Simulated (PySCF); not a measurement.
## Calculated NMR parameters of C/N=C/C=N/[SiH2]N(C)[SiH3]

```yaml
Formula: C4H13N3Si2
SMILES: C/N=C/C=N/[SiH2]N(C)[SiH3]
Point_group_of_the_computed_structure: C1
Degrees_of_unsaturation: 2
Carbon_signals: 4
Proton_signals: 6
```

Mapped SMILES: `[CH3:1]/[N:2]=[CH:3]/[CH:4]=[N:5]/[SiH2:6][N:7]([CH3:8])[SiH3:9]`. Each H is labelled by its parent atom.

PySCF 2.14.0 with density-fitted response routines calculation with NMR shieldings at PBE0/pcSseg-1/GIAO and structure optimised with GFN2-xTB; in vacuum, single conformer, relativity neglected, one averaged value for each set of equivalent atoms.

δ = σ(ref) − σ, references computed at the same level: TMS for $^{1}$H (σref 31.72), $^{13}$C (σref 186.93), $^{29}$Si (σref 349.16); $^{15}$N (σref 267.73) vs NH3.

| carbon | δC, type | δH (multiplicity) | HMBC from (2–3 bonds) | span of the C tensor (ppm) |
| --- | --- | --- | --- | --- |
| C1 | 52.4, CH3 | 4.01 (s) | H(C3) | 61 |
| C3 | 170.9, CH | 7.86 (d) | H(C4), H(C1) | 165 |
| C4 | 177.3, CH | 8.72 (d) | H(C3), H(Si6) | 189 |
| C8 | 33.1, CH3 | 3.11 (s) | H(Si6), H(Si9) | 59 |

Other nuclei:
```json
{"atoms": "H(Si6)", "nucleus": "$^{1}$H", "environment": "hydrogen on a silicon bonded to 2 N", "δ (ppm)": "5.31", "σ (ppm)": "26.40"}
{"atoms": "H(Si9)", "nucleus": "$^{1}$H", "environment": "hydrogen on a silicon bonded to N", "δ (ppm)": "4.67", "σ (ppm)": "27.04"}
{"atoms": "Si6", "nucleus": "$^{29}$Si", "environment": "silicon bonded to 2 N, 2 H", "δ (ppm)": "-34.5", "σ (ppm)": "383.7"}
{"atoms": "Si9", "nucleus": "$^{29}$Si", "environment": "silicon bonded to N, 3 H", "δ (ppm)": "-50.8", "σ (ppm)": "400.0"}
{"atoms": "N2", "nucleus": "$^{15}$N", "environment": "imine nitrogen", "δ (ppm)": "433.4", "σ (ppm)": "-165.7"}
{"atoms": "N5", "nucleus": "$^{15}$N", "environment": "imine nitrogen", "δ (ppm)": "414.6", "σ (ppm)": "-146.8"}
{"atoms": "N7", "nucleus": "$^{15}$N", "environment": "nitrogen bonded to C, 2 Si", "δ (ppm)": "11.5", "σ (ppm)": "256.2"}
```

Carbon types of the structure: 2 × CH, 2 × CH3, leaving 5 H on heteroatoms. δC 177.3, 170.9: C=N carbon. δC 52.4, 33.1: methyl carbon bonded to N; the inductive effect lowers its shielding. δH 8.72, 7.86: hydrogen on a C=N carbon. δH 4.67: hydrogen on a silicon bonded to N. δH 4.01, 3.11: hydrogen on a methyl carbon bonded to N; its carbon carries N, which withdraws density.

Shifts are as computed. Against solution values, carbons near 30 ppm lie about +3 ppm off and those near 130 ppm about +5 ppm. Of 1309 compounds with measured shifts, 239 miss one by over three times the rms of a fit or turn the order of signals round; such compounds aren't used in these exercises. Experimental scales use liquid or dissolved standards, which lie at an offset from isolated NH3 (liquid NH3: subtract about 20 ppm). Unscaled 15N shifts of sp2 nitrogen come out 20 to 40 ppm too high even then. No couplings were computed; multiplicities are counted from neighbouring protons, with m where these are inequivalent, close in shift, in a saturated or five-membered ring or joined by F or P, and br s for small geminal =CH2 splittings.
